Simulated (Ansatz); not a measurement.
Ansatz (a program for electronic structure) input (RI-MP2/aug-cc-pV(Q+d)Z):
A basis named .json is the Basis Set Exchange file of that set.

Ansatz 0.2 input:
```yaml
crystal:
  periodic: [false, false, false]
  atoms:
    - {symbol: Si, position_ang: [0.84394891, -0.21137922, 0.63542957]}
    - {symbol: H, position_ang: [2.06906816, -0.58134986, -0.13098070]}
    - {symbol: Cl, position_ang: [-0.81672664, 0.20827406, -0.51559020]}
basis:
  gaussian:
    orbitals: aug-cc-pV_Q+d_Z.json
    fitting: {mean_field: def2-universal-jkfit, correlation: aug-cc-pVQZ-RIFIT.json}
total_charge: 1
magnetization: {spin_polarized: true, initial_magnetization: 1}
correlation: {method: mp2, electrons: outside_noble_gas}
```

End of the output:

```
integrals: 0.16 GiB planned
274 factors; integrals over basis functions are off by at most 6.3e0 eV
468 factors; integrals over basis functions are off by at most 7.4e-1 eV
mean field: 0.55 GiB planned
mean field evaluation 1: about -20371.6087 eV, gradient 2.0e1 eV
mean field evaluation 2: about -20373.6641 eV, gradient 1.2e1 eV
mean field evaluation 4: about -20374.4057 eV, gradient 8.8e-1 eV
mean field evaluation 8: about -20374.4265 eV, gradient 2.9e-6 eV
mean field -20374.42645949 eV, -748.7463621039 hartree, gradient 2.9e-6 eV, S^2 0.764141; 0 other end points of the search recorded, 0 dependent functions left out
10 core orbitals not correlated
reference -20374.42645949 eV, -748.7463621039 hartree; 6, 5 occupied and 208, 209 virtual orbitals, 468 factors
second order -7.78759578 eV of doubles, -0.00000000 eV of singles
Total energy: -20382.21405526 eV, -749.0325509701 hartree
```

This state (charge 1, doublet) is run at the relaxed geometry of the species with charge 0 and multiplicity 3.
